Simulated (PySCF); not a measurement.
## From computed data to an observable: dipole moment from atomic charges

Sc(OH) (HOSc), SMILES [OH][Sc]. Atoms are numbered in the order given.

```xyz
3

Sc     0.0000     0.0000     0.5698
O      0.0000     0.0000    -1.2223
H      0.0000     0.0000    -2.1877
```

The structure is a stationary point at PBE-D3(BJ)/def2-TZVP. The spin state was assumed, not searched.

Charges (e) from PySCF with PBE/def2-TZVPD:

```
atom  ESP fit     IAO
----  -------  ------
Sc1     0.180   0.225
O2     -0.656  -0.600
H3      0.476   0.376
```

The dipole moment of the full density is 0.73 D.

Problem. What dipole moment does each set of point charges give, and which comes closer to that of the density?

Solution. 
μ = Σ q r, and 1 e Å = 4.8032 D.
ESP fit: Σ q r = (0.000, 0.000, -0.137) e Å, |μ| = 0.66 D.
IAO: Σ q r = (0.000, 0.000, 0.039) e Å, |μ| = 0.19 D.
ESP fit comes closer in size. Point charges leave out the atoms' own dipoles (lone pairs, polarised bonds); fits to the potential absorb them, partitions of the density don't.
